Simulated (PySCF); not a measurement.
## Computed properties of Ge(H)2(Me)(NH2) (CH7GeN), SMILES [GeH2]([NH2])[CH3]

Ge(H)2(Me)(NH2) (CH7GeN), SMILES [CH3][GeH2][NH2]. The structure is a stationary point at PBE0-D3(BJ)/def2-SVP. This is a generated structure with no PubChem entry under its InChIKey; it may be hypothetical. The values are those of a single conformer. All values are computed for the isolated molecule unless a solvent is named; none is compared with measurement here.

**Structure.** The optimised structure has Cs symmetry. All 24 harmonic modes at PBE0-D3(BJ)/def2-SVP (PySCF) are real, so it is a minimum. With heavy atoms numbered as in [GeH2:1]([CH3:2])[NH2:3], the shortest bond between them is Ge1–N3 at 1.841 Å and the longest Ge1–C2 at 1.959 Å.

**Vibrations.** The strongest infrared lines (harmonic, unscaled, degenerate partners summed) lie at 533 cm⁻¹ (172 km/mol, H 70 %, N 28 %), 2149 cm⁻¹ (164 km/mol, H 98 %), 2148 cm⁻¹ (112 km/mol, H 99 %). The softest mode is at 135 cm⁻¹ and the zero-point energy is 48.9 kcal/mol.

**Electronic structure.** CAM-B3LYP/def2-TZVPD (PySCF) places the frontier levels at -8.55 and 0.75 eV, a gap of 9.30 eV, and gives a dipole moment of 1.60 D and a mean polarisability of 54.8 bohr³. PBE/def2-TZVPD (PySCF) at the same geometry gives -5.75 and -0.57 eV, so its gap is 4.12 eV narrower. An orbital gap is neither the optical nor the fundamental gap.

**Excitations.** TDDFT-B3LYP/def2-SVPD (PySCF) has S1 at 5.92 eV (209 nm, f = 0.041, weak); the most intense of the 10 singlets computed lies at 7.07 eV (f = 0.08). T1 (TDA) is at 5.59 eV. TDDFT-PBE/def2-SVPD (PySCF) puts S1 at 5.50 eV. No vertical singlet excitation falls in the visible range (under 3.1 eV).

**NMR.** GIAO shifts at HF/pcSseg-1 (PySCF) (non-relativistic, atoms alike by connectivity averaged): ¹³C at 1.2 ppm against TMS; ¹H from -0.2 to 4.5 ppm against TMS.
